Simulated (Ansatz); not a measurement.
Task: Name a neutral molecule of Al, B, C, N and H with ideal-gas entropy at 298 K and 1 bar (rigid rotor, harmonic PBE0-D4/def2-TZVP) between 323 and 339 J/(mol·K) and zero-point energy (PBE0-D4/def2-TZVP) between 203 and 219 kJ/mol (Ansatz, PBE0-D4/def2-TZVP geometry).

Result: `CN[BH][AlH2]` (332 J/(mol·K), 213.6 kJ/mol). Other molecules can fit too; these were computed, each in one conformer that needn't be the lowest.
